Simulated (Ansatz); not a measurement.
Basis-set series for `CC(C)[O][Sn][OH]`. Total charge 0; spin multiplicity 1. Sn takes the def2 core potential. The structure was optimised at the PBE0-D4/def2-TZVP level. It is one conformer, not always the lowest.

```
functional       basis  functions  energy (Eh)  HOMO (eV)  LUMO (eV)
   PBE0-D4    def2-SVP        136   -483.43206      -7.48      -1.77
   PBE0-D4  def2-TZVPP        317   -483.76215      -7.57      -1.91
   ωB97M-V    def2-SVP        136   -483.55416      -9.67       0.04
   ωB97M-V  def2-TZVPP        317   -483.89792      -9.79      -0.21
```

**Question.** Give the rows for def2-QZVPP. (An estimate is asked.)

**Answer.** Computed: 
| functional | basis | functions | energy (Eh) | HOMO (eV) | LUMO (eV) |
| --- | --- | --- | --- | --- | --- |
| PBE0-D4 | def2-QZVPP | 607 | -483.78001 | -7.59 | -1.94 |
| ωB97M-V | def2-QZVPP | 607 | -483.91534 | -9.82 | -0.29 |
